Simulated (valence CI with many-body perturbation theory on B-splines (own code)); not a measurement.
Results of a calculation; reference values are marked as such.
# Basis-set convergence for Os XLIV

Method: valence CI with perturbative core correlation (CI+MBPT): five valence electrons over a frozen Dirac-Fock core [Ar] 3d10, a basis of 9 s, 9 p, 8 d, 6 f, 3 g, 1 h functions for each j, with the one-electron correlation potential Σ1, the two-electron term Σ2, the three-electron term Σ3, Breit, model QED; selected CI, second order for the rest, scaled by the run's own slope (own B-spline code, finite nucleus).

The last digits are not significant, and no measured levels were compared; by estimate large intervals hold to a few tenths of a per cent, small ones and those within an open d or f shell to about a per cent. Among the levels kept, up to 660 cm⁻¹ of a level comes from second order outside the variational space, and about a tenth of that is noise between levels of different J, which matters for small intervals.

The reference run has the lowest level (4s^2 4p1/2^2 4p3/2) J=3/2 and an ionisation energy of 2170.43 eV. Its largest variational space holds 20000 state functions.

Levels are named by their leading jj configuration (3d3/2^4 stands for four electrons in 3d with j = 3/2), which in mixed levels can hold well under half, so a name can repeat and another be missing. Letters in brackets count levels of one name in rising energy.

Changed runs:
A. basis 6 s, 6 p, 5 d, 3 f, 1 g
B. basis 5 s, 5 p, 4 d, 2 f

Excitation energies of the reference run in cm⁻¹, and shifts in cm⁻¹:

```
                             Level  Reference      A      B
        (4s^2 4p1/2 4p3/2^2) J=3/2     835220   -161   -577
        (4s^2 4p1/2 4p3/2^2) J=5/2     880961    -11   +6.7
        (4s^2 4p1/2 4p3/2^2) J=1/2     938607    +49   +251
        (4s^2 4p1/2^2 4d3/2) J=3/2    1299060   +161   +845
        (4s^2 4p1/2^2 4d5/2) J=5/2    1525320   +100   +524
        (4s 4p1/2^2 4p3/2^2) J=5/2    1686090    -26   -9.1
              (4s^2 4p3/2^3) J=3/2    1782120    -83   -212
        (4s 4p1/2^2 4p3/2^2) J=1/2    1794250   +3.2    +87
        (4s 4p1/2^2 4p3/2^2) J=3/2    1810710   +4.6   +103
(4s^2 4p1/2 4p3/2 4d3/2) J=5/2 [a]    2129260   +4.5   +193
(4s^2 4p1/2 4p3/2 4d3/2) J=3/2 [a]    2132420    -46    +12
(4s^2 4p1/2 4p3/2 4d3/2) J=1/2 [a]    2134590    -69    -77
            Ionisation energy (eV)    2170.43  -0.05  -0.18
```
